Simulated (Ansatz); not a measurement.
Two members of one family (Series CuX2), computed with Ansatz in the gas phase. The two geometries come from different levels. HOMO and LUMO are taken over both spins. Binding counts from free atoms in the multiplicity of their measured ground term, without zero-point energy. The spins of the ions were chosen, not always searched. A dash marks a value that wasn't run or was left out as unsound. The structures are stationary points that may keep the symmetry of their start. Remarks come from the PBE and PBE0 runs and from stability tests at other levels; not every state was tested. HOMO above LUMO (over both spins in singlets and doublets, within one spin in higher multiplets; at PBE or PBE0), or a gap under 0.15 eV within one spin, warns that the state may not be the lowest or that an electron is smeared out.

First: CuF2 (doublet, charge 0, PBE-D4/def2-TZVP geometry; oxidised ion triplet).

```xyz
3

Cu    0.000    0.000    0.000
F     0.823    1.499    0.306
F    -0.823   -1.499   -0.306
```

| level | HOMO (eV) | LUMO (eV) | gap (eV) | vertical IE (eV) | binding per atom (eV) |
| --- | --- | --- | --- | --- | --- |
| PBE-D4/def2-TZVP | -7.70 | -7.67 | 0.03 | 12.08 | 2.68 |
| r2SCAN-D4/def2-TZVP | -8.25 | -7.41 | 0.84 | 12.30 | 2.64 |
| PBE0-D4/def2-TZVP | -10.04 | -6.02 | 4.02 | 12.81 | 2.48 |
| r2SCAN0-D4/def2-TZVP | -10.41 | -5.58 | 4.83 | – | 2.50 |
| ωB97X-V/def2-TZVP | -12.59 | -3.73 | 8.85 | – | 2.57 |

Metal–donor distances: 2 × F 1.74 Å. Remarks: near-degenerate levels, gap within one spin near zero.

Second: CuCl2 (doublet, charge 0, r2SCAN-D4/def2-TZVP geometry; oxidised ion triplet).

Cartesian coordinates in Å:
```
Cu 0.000 0.000 0.000
Cl -0.174 -2.048 0.103
Cl 0.174 2.048 -0.103
```

Task: What does the change do? Estimate second minus first.

Result: 
```csv
level,Δ HOMO (eV),Δ LUMO (eV),Δ gap (eV),Δ vertical IE (eV),Δ binding per atom (eV)
PBE-D4/def2-TZVP,0.63,0.60,-0.03,-1.68,-0.47
r2SCAN-D4/def2-TZVP,0.82,0.31,-0.51,-1.69,-0.39
PBE0-D4/def2-TZVP,1.19,-0.16,-1.35,-1.88,-0.43
r2SCAN0-D4/def2-TZVP,1.29,-0.45,-1.75,–,-0.42
ωB97X-V/def2-TZVP,1.30,-0.54,-1.84,–,-0.54
```

Metal–donor distances: 2 × Cl 2.06 Å. Remarks: near-degenerate levels, HOMO above LUMO, gap within one spin near zero.
